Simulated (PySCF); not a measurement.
PySCF job for C2Cl3, SMILES ClC(Cl)=[C]Cl (connectivity only; charge and spin as stated), charge +1, multiplicity 1, PBE0/pcSseg-1. Geometry optimised at PBE0-D3(BJ)/def2-SVP. The multiplicity is an assumed one; other spin states were not compared. The isomer is the one that the SMILES or the coordinates give; other isomers of the formula were not compared.

```python
import numpy as np
from pyscf import gto, scf, dft
from pyscf.prop.nmr import rks as nmr

mol = gto.M(
    atom='''
    Cl    0.00000000    0.00000000   -2.40671521
    C    -0.00000001    0.00000000   -0.84466472
    C     0.00000000    0.00000000    0.46714180
    Cl    0.00000000   -1.48685217    1.26997929
    Cl    0.00000000    1.48685217    1.26997930
    ''',
    basis='pcSseg-1',
    charge=1,
    spin=0,
    max_memory=1600,
    verbose=3,
)
mf = dft.RKS(mol, xc='pbe0')
mf.grids.level = 3
mf.conv_tol = 1e-10
mf.max_cycle = 100
mf.kernel()
n = nmr.NMR(mf)
n.verbose = 2
n.max_cycle_cphf = 60
sigma = n.kernel()
print('atom   isotropic/ppm   span/ppm')
for i, s in enumerate(sigma):
    w = np.linalg.eigvalsh((s + s.T) / 2)
    print(f'{mol.atom_symbol(i):2s}{i + 1:3d} {w.mean():14.3f} {w[2] - w[0]:11.3f}')
```

Program output:

```
converged SCF energy = -1455.75151558443
atom   isotropic/ppm   span/ppm
Cl  1       -218.799    2100.385
C   2       -417.764    1174.726
C   3         33.945     112.850
Cl  4        662.363    1192.130
Cl  5        662.363    1192.130
```

Self-consistency was reached.
